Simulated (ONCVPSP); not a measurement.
carbon, ONCV: configuration errors across variants

| Quantity | Value |
| --- | --- |
| Element | carbon |
| Generator | ONCVPSP 4.0.1 |
| Type | optimised norm-conserving Vanderbilt (ONCV) |
| Functional | PBE |
| Relativity | scalar-relativistic |
| Frozen core | [He] |
| Valence charge | 4 |
| Reference configuration | 2s2 2p2 |
| Partial waves | 2s: rc 1.15 bohr, ncon 5, nbas 8, qcut 7.1 1/bohr, local; 2p: rc 2.30 bohr, ncon 4, nbas 8, qcut 5.6 1/bohr, 3 projectors, debl 3.8 Ha; d scattering state at 0.45 Ha: rc 1.95 bohr, ncon 4, nbas 9, qcut 4.8 1/bohr, 2 projectors, debl 1.5 Ha |
| Local potential | the s channel |
| Core correction | Teter function, fcfact 4.25, rcfact 1.55 |

All-electron excitation energies from the reference (eV): (1) 2s2 2p1 10.861; (2) 2s2 2p0 35.017; (3) 2s1 2p0 83.211; (4) 2s2 2p1.5 3.963.

1 further variants failed, have other tests or too few solved ones, and are left out.

Errors AE − PS in meV (a dash: test not solved or not reliable):

| change | (1) | (2) | (3) | (4) | bound ghosts | GHOST(+) flags above zero |
| --- | --- | --- | --- | --- | --- | --- |
| base | +61 | +522 | +1080 | +9.2 | none | none |
| core correction Teter function, fcfact 3.7, rcfact 1.55 | +61 | +520 | +1075 | +9.1 | none | none |
| s: ncon 3, nbas 6 | +62 | +528 | +1083 | +9.3 | none | none |
| core correction Teter function, fcfact 4.25, rcfact 1.14 | +60 | +520 | +1091 | +9.0 | none | none |
| p: qcut 5.3 | +68 | +571 | +1170 | +10 | none | none |
| s: nproj 1; local potential polynomial inside 0.90 bohr (lpopt 4, dvloc0 0 Ha) | +62 | +528 | +1091 | +9.3 | none | none |
| p: rc 2.72 | +93 | +792 | +1570 | +14 | none | none |
| p: rc 2.88 | +121 | +912 | +1788 | +20 | none | none |
| s: qcut 10.7 | +61 | +520 | +1078 | +9.2 | none | none |

Problem. Give the same row for: core correction Teter function, fcfact 2.75, rcfact 1.3.

Solution. +60, +514, +1078, +8.9; bound ghosts: none; GHOST(+) flags above zero: none.
